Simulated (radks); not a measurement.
All-electron atom: Sc I in [Ar] 3d1 4s2 (the NIST ground configuration).

All-electron calculation, non-relativistic Kohn-Sham, PBEsol, spin-polarised, spherical densities, point nucleus; open shells are filled with parallel spins first; hard spherical wall at 12 bohr. Program: a radial shooting solver on a logarithmic mesh with Libxc functionals.

Energy parts (eV):
| part | energy |
|---|---|
| total | -20666.789 |
| kinetic | 20644.532 |
| electron-nucleus | -48954.379 |
| Hartree | 8670.030 |
| exchange-correlation | -1026.971 |

Orbitals (lengths in bohr, moments of r in powers of bohr):
1s down: occ. 1; eigenvalue (eV) -4365.101; <1/r> 20.51; <r^2> 0.007283; <r^4> 0.0001359
1s up: occ. 1; eigenvalue (eV) -4365.096; <1/r> 20.51; <r^2> 0.007283; <r^4> 0.0001359
2s up: occ. 1; eigenvalue (eV) -468.9081; <1/r> 4.244; <r^2> 0.1420; <r^4> 0.03561
2s down: occ. 1; eigenvalue (eV) -468.6825; <1/r> 4.246; <r^2> 0.1419; <r^4> 0.03554
2p up: occ. 3; eigenvalue (eV) -387.3976; <1/r> 4.179; <r^2> 0.1178; <r^4> 0.02872
2p down: occ. 3; eigenvalue (eV) -387.2245; <1/r> 4.181; <r^2> 0.1177; <r^4> 0.02865
3s up: occ. 1; eigenvalue (eV) -54.5572; <1/r> 1.294; <r^2> 1.353; <r^4> 2.981
3s down: occ. 1; eigenvalue (eV) -53.7812; <1/r> 1.294; <r^2> 1.352; <r^4> 2.979
3p up: occ. 3; eigenvalue (eV) -33.8297; <1/r> 1.170; <r^2> 1.619; <r^4> 4.639
3p down: occ. 3; eigenvalue (eV) -33.0474; <1/r> 1.170; <r^2> 1.619; <r^4> 4.652
4s up: occ. 1; eigenvalue (eV) -4.2665; <1/r> 0.3516; <r^2> 15.53; <r^4> 388.0
4s down: occ. 1; eigenvalue (eV) -3.9835; <1/r> 0.3411; <r^2> 16.32; <r^4> 428.4
3d up: occ. 1; eigenvalue (eV) -3.6586; <1/r> 0.7732; <r^2> 4.494; <r^4> 58.57
3d down: occ. 0; eigenvalue (eV) -2.9596; <1/r> 0.7561; <r^2> 4.971; <r^4> 74.97
4p up: occ. 0; eigenvalue (eV) -1.4769; <1/r> 0.2680; <r^2> 25.48; <r^4> 1006
4p down: occ. 0; eigenvalue (eV) -1.3371; <1/r> 0.2597; <r^2> 26.65; <r^4> 1090
5s up: occ. 0; eigenvalue (eV) 1.0116; <1/r> 0.1859; <r^2> 56.49; <r^4> 4025
5s down: occ. 0; eigenvalue (eV) 1.0885; <1/r> 0.1861; <r^2> 56.97; <r^4> 4103
4d up: occ. 0; eigenvalue (eV) 1.5079; <1/r> 0.1982; <r^2> 50.59; <r^4> 3282
4d down: occ. 0; eigenvalue (eV) 1.5601; <1/r> 0.2034; <r^2> 51.20; <r^4> 3366

The highest occupied level is 3d up at -3.659 eV. The pressure on the wall is 0.00302 GPa. Spin moment in Bohr magnetons: 1. Summed over all electrons, <r^2> = 49.77 bohr^2, which gives a Langevin (diamagnetic) susceptibility term of -39.4 x 10^-6 cm^3/mol. The density falls to 0.001 e/bohr^3 at r = 4.98 bohr.
